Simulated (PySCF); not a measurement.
Vertical excitations of a molecule C2H9FSi3 from TDA-PBE/def2-SVPD run with PySCF, as energy in eV (oscillator strength): 4.59 (0.006), 5.14 (0.076), 5.46 (0.007), 5.68 (0.005), 5.79 (0.017), 6.10 (0.005). Lowest triplet (TDA): 3.89 eV. Coordinates come from a ωB97X-D3(BJ)/def2-SVP optimisation. One conformer was computed; it need not be the lowest.

Which structure fits?
A) F[C@H]1[SiH2]C[Si@@H]1[SiH3]
B) F[Si@@]1([SiH3])CC[SiH2]1
C) C[Si]1(F)[SiH2]C[SiH2]1
D) F[SiH2]C=C([SiH3])[SiH3]

C, C[Si]1(F)[SiH2]C[SiH2]1
